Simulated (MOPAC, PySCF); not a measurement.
HF2GaS, SMILES `[F][Ga]([F])[SH]` (F–Ga–S–H torsion 0°), neutral singlet in the gas phase. 

Cartesian coordinates (Å):
SMILES: [F][Ga]([SH])[F]
```xyz
5

F     -1.0984     1.4683    -0.3728
Ga    -0.5513    -0.1352     0.0136
F     -1.8171    -1.2994     0.2416
S      1.5394    -0.6441     0.1971
H      1.9274     0.6104    -0.0794
```
Charge 0, multiplicity 1.

All levels are single points at this geometry (CAM-B3LYP-D3(BJ)/def2-TZVP); Pople sets use spherical d functions. Orbital energies aren't observables, and empty levels follow the basis.

B3LYP/6-311+G** (LANL2DZ on Ga) in PySCF gives HOMO (eV) = -8.54.

**Question.** Estimate the HOMO (eV) from each of these levels: CAM-B3LYP-D3(BJ)/def2-TZVP in PySCF; TPSSh-D3(BJ)/def2-TZVP in PySCF; B3LYP/6-31G* in PySCF; B3LYP/LANL2DZ in PySCF; M06-2X/6-31G* in PySCF; HF/STO-3G in PySCF; AM1 in MOPAC; PM7 in MOPAC.

**Answer.** 
```json
[
 {"level": "CAM-B3LYP-D3(BJ)/def2-TZVP in PySCF", "HOMO (eV)": "-9.97"},
 {"level": "TPSSh-D3(BJ)/def2-TZVP in PySCF", "HOMO (eV)": "-7.93"},
 {"level": "B3LYP/6-31G* in PySCF", "HOMO (eV)": "-8.23"},
 {"level": "B3LYP/LANL2DZ in PySCF", "HOMO (eV)": "-8.66"},
 {"level": "M06-2X/6-31G* in PySCF", "HOMO (eV)": "-9.69"},
 {"level": "HF/STO-3G in PySCF", "HOMO (eV)": "-7.79"},
 {"level": "AM1 in MOPAC", "HOMO (eV)": "-11.07"},
 {"level": "PM7 in MOPAC", "HOMO (eV)": "-10.48"}
]
```
